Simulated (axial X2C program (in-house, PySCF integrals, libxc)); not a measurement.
Low determinants of PbF at the PBE0 level, two-component

Calculated with an in-house relativistic program for diatomic molecules. Two-component (2c) means X2C with spin–orbit coupling and atomic mean-field two-electron Coulomb and Gaunt terms. Basis: Pb dyall-cv3z [12s14p10d7f1g], F dyall-av3z [7s6p3d2f] (cores contracted in-house); Gaussian nuclei, density fitting, unrestricted open shells. Masses: Pb 207.977 u, F 18.998 u.

Search at 2.080 Å (vertical energies from the lowest determinant):

```csv
ΔE (eV),state,electrons beyond evenly filled partner blocks,"electrons in ±ω = 1/2, 3/2, 5/2, 7/2"
0.00,Ω = 1/2,ω = 1/2,53 26 10 2
1.06,Ω = 3/2,ω = 3/2,52 27 10 2
5.52,Ω = 1/2,"2 × ω = -1/2, ω = 3/2",52 27 10 2
5.91,Ω = 3/2,ω = 3/2,54 25 10 2
5.95,Ω = 5/2,"2 × ω = 1/2, ω = 3/2",52 27 10 2
6.31,Ω = 5/2,"ω = -1/2, 2 × ω = 3/2",53 26 10 2
6.96,Ω = 7/2,"ω = 1/2, 2 × ω = 3/2",53 26 10 2
```

Lowest determinant, Ω = 1/2 (⟨Sz⟩ = -0.46, ⟨Lz⟩ = 0.96 at PBE0): Re = 2.067 Å, ωe = 497.7 cm⁻¹.

The determinant in row 2 of the search, Ω = 3/2 (⟨Sz⟩ = 0.50, ⟨Lz⟩ = 1.00 at PBE0), was followed along the bond at PBE0; measured from the minimum of the lowest determinant it gives:

Te = 1.048 eV (8449 cm⁻¹), Re = 2.042 Å, ωe = 524.2 cm⁻¹.

(1) Compare the bond of the determinant in row 2 with that of the lowest one.

The search compares states at one distance, so a state with another bond length can lie lower; it is not exhaustive and yields mostly the lowest determinant of each block pattern, so other components and higher states of one pattern are missing. These are energies of single determinants, not of spin-adapted states; PBE0 term energies can be off by some tenths of an eV, and the functional has no current term.

Answers

(1) At PBE0 its Re is 0.025 Å shorter and its force constant, which goes as ωe², is 1.11 times that of the lowest determinant. T0 ≈ Te + Δωe/2 = 8449 + (13) = 8462 cm⁻¹.
